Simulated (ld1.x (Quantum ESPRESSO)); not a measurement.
Before and after: TM potential for vanadium

* Element: vanadium (V)
* Generator: ld1.x (Quantum ESPRESSO) 7.5
* Type: norm-conserving Troullier–Martins (Kleinman–Bylander form)
* Functional: PBE
* Relativity: scalar-relativistic
* Frozen core: [Ne] 3s2
* Valence charge: 11
* Reference configuration: 3p6 3d3 4s1 4p0 (charge +1)
* Partial waves: 3p (bound): rc 1.05 bohr; 3d (bound): rc 1.90 bohr; 4s (bound): rc 1.80 bohr
* Local potential: the s channel
* Core correction: none

Change: wave 3p (bound): rc 1.05 bohr becomes 3p (bound): rc 1.54 bohr.

Cutoffs: the cutoffs (Ry, on a coarse ladder) from which the occupation-weighted sum of valence levels, in a spherical-Bessel basis at the reference potential, stays within 10 and 1 mRy of its value at 400 Ry; they do not see the model core or the augmentation charge, which bear on the density cutoff. Errors are all-electron minus pseudo energies relative to the spin-unpolarised reference configuration.

Q: What does the change do?

A: The potential gets softer (90 Ry and 160 Ry → 70 Ry and 100 Ry); the errors of the 7 common tests hardly move; neither file shows a bound ghost at the reference potential, the only one tested. A larger radius leaves more room for a smooth pseudo-wave, so fewer plane waves are needed.

| quantity | base | changed |
| --- | --- | --- |
| cutoff, loose | 90 Ry | 70 Ry |
| cutoff, tight | 160 Ry | 100 Ry |
| loose cutoff by channel (10 mRy a level) | p 45 Ry, d 55 Ry, s 21 Ry | p 40 Ry, d 55 Ry, s 21 Ry |
| bound ghosts | none | none |
| error for 3p6 3d3 4s2 4p0, meV [ΔE -7.73 eV] | +8.4 | +8.4 |
| error for 3p6 3d3 4s0 4p0, meV [ΔE 14.30 eV] | +10 | +10 |
| error for 3p6 3d2 4s0 4p0, meV [ΔE 43.19 eV] | -115 | -113 |
| error for 3p6 3d3 4s1.5 4p0, meV [ΔE -4.64 eV] | +2.8 | +2.8 |
| error for 3p6 3d3 4s0 4p1, meV [ΔE 4.10 eV] | -771 | -770 |
| error for 3p6 3d3 4s1 4p1, meV [ΔE -4.39 eV] | -443 | -442 |
| error for 3p6 3d3.5 4s1.5 4p0, meV [ΔE -7.68 eV] | +0.7 | +0.7 |
| s: phases at 2.06 bohr within 0.05 rad from the reference energy up to (Ry; the scan ends near 5) | -0.3 | -0.3 |
| p: phases at 2.06 bohr within 0.05 rad from the reference energy up to (Ry; the scan ends near 5) | -1.9 | -1.9 |
| d: phases at 2.06 bohr within 0.05 rad from the reference energy up to (Ry; the scan ends near 5) | 0.1 | 0.1 |

Base: These tests converged, but a pseudo level misses the all-electron one widely, so the file describes the atom poorly there or has found another state: 3p6 3d2 4s0 4p0: empty 4p by 2.2 eV. Changed file: These tests converged, but a pseudo level misses the all-electron one widely, so the file describes the atom poorly there or has found another state: 3p6 3d2 4s0 4p0: empty 4p by 2.2 eV.
